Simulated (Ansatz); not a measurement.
Molecule: BiBr₂, charge 0, multiplicity 2. It need not be the lowest isomer of its formula. SMILES: [Br][Bi][Br]
Structure (B3LYP-D3(BJ)/def2-TZVP (Ansatz, a program for electronic structure) minimum search):
```xyz
3

Bi    -0.3605    -0.3057     0.6008
Br    -0.8694     1.8924    -0.7121
Br     1.7243    -1.1674    -0.7127
```
Charge 0, spin multiplicity 2.

Parts of the frozen-core correlation energy in def2-TZVPP (Ansatz, hartree). Frozen orbitals: 37; correlated occupied orbitals by spin: 10 and 9; virtual: 99 and 100. UHF or UKS for open shells. No spin-orbit coupling. In def2 rows, elements after Kr have scalar-relativistic effective core potentials.

| term | value |
|---|---|
| reference (HF) | -5358.49341 |
| MP2 opposite-spin | -0.30219 |
| MP2 same-spin | -0.10146 |
| CCSD correlation | -0.43755 |
| (T) | -0.01961 |
| T1 diagnostic | 0.015 |
| largest doubles amplitude | 0.038 |
| <S^2> of the reference | 0.762 |
